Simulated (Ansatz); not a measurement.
Consider the substitution at a C–Si bond: `F[SiH2]C[SiH3]` + CH₃OH → `COC[SiH2]F` + SiH₄.

Calculated with Ansatz (gas phase, PBE0-D4/def2-TZVP geometries, no zero-point term in ΔE). CBS: MP2 limit from def2 TZ/QZ plus the TZ coupled-cluster correction, frozen cores. This one scheme is used for every species. DFT in def2-TZVPP. B3LYP here is the variant with VWN-RPA as its local correlation; programs differ in this. One conformer a species, not always the lowest.

**Question.** Is it downhill or uphill in electronic energy at CCSD(T)/CBS, and by how much? (Estimate.)

**Answer.** Computed: Uphill: ΔE = +110.8 kJ/mol.

**Question.** What do these levels give: PBE0-D4, B3LYP-D4, ωB97X-V, ωB97M-V, B2PLYP, PBE0, B3LYP, HF/def2-TZVPP, SCS-MP2/def2-TZVPP, CCSD(T)/def2-TZVPP, MP2/def2-QZVPP, HF/CBS(def2)? (An estimate is asked.)

**Answer.** Ansatz gave: PBE0-D4 107.4, B3LYP-D4 99.3, ωB97X-V 101.5, ωB97M-V 106.6, B2PLYP 103.4, PBE0 106.9, B3LYP 98.3, HF/def2-TZVPP 100.6, SCS-MP2/def2-TZVPP 107.2, CCSD(T)/def2-TZVPP 105.9, MP2/def2-QZVPP 117.1, HF/CBS(def2) 101.1 kJ/mol.

Largest T1 diagnostic among the species: 0.011.

From PBE to PBE0 (25 % exact exchange), in def2-TZVPP and without D4, ΔE moves by +6.2 kJ/mol. In def2-TZVPP, CCSD(T) changes the Hartree–Fock value by +5.3 kJ/mol (the triples alone add −0.5 kJ/mol) and MP2 by +13.5 kJ/mol.
